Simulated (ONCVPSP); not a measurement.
Debugging a pseudopotential input (lithium, ONCVPSP 4.0.1)

Command:

```bash
oncvpsp.x < Li.dat > Li.out
```

Input:

```
# ATOM AND REFERENCE CONFIGURATION
# atsym  z   nc   nv     iexc    psfile
  Li 3.00    0    3        4      upf
#
#   n    l    f
    1    0    2.00
    2    0    0.50
    2    1    0.50
#
# PSEUDOPOTENTIAL AND OPTIMIZATION
# lmax
    2
#
#   l,   rc,      ep,       ncon, nbas, qcut
    0    1.35    0.00    4    7   11.60
    1    0.10    0.00    3    7    1.90
    2    4.10    0.19    4    7    2.00
#
# LOCAL POTENTIAL
# lloc, lpopt,  rc(5),   dvloc0
    4    5    1.05    3.00
#
# VANDERBILT-KLEINMAN-BYLANDER PROJECTORs
# l, nproj, debl
    0    2    2.80
    1    1    1.90
    2    2    2.60
#
# MODEL CORE CHARGE
# icmod, fcfact, rcfact
    0    0.00    0.00
#
# LOG DERIVATIVE ANALYSIS
# epsh1, epsh2, depsh
   -3.00    5.00    0.02
#
# OUTPUT GRID
# rlmax, drl
    6.00    0.01
#
# TEST CONFIGURATIONS
# ncnf
    4
# nvcnf
#   n    l    f
    3
    1    0    2.00
    2    0    1.00
    2    1    0.00
#
    3
    1    0    2.00
    2    0    0.00
    2    1    0.00
#
    3
    1    0    2.00
    2    0    0.50
    2    1    0.00
#
    3
    1    0    1.00
    2    0    1.00
    2    1    0.00
#
```

This is an input that runs to its end, with one change: rc of l = 1 set to 0.10 bohr.

Question: How does the run end?

Answer: The program refuses the input: "test_data: rc < rc(lloc) for l = 1. Not allowed.".

```
ONCVPSP  (Optimized Norm-Conservinng Vanderbilt PSeudopotential)
scalar-relativistic version 4.0.1

test_data: rc < rc(lloc) for l = 1.  Not allowed.
ERROR: test_data found   1 ERROR; stopping
```
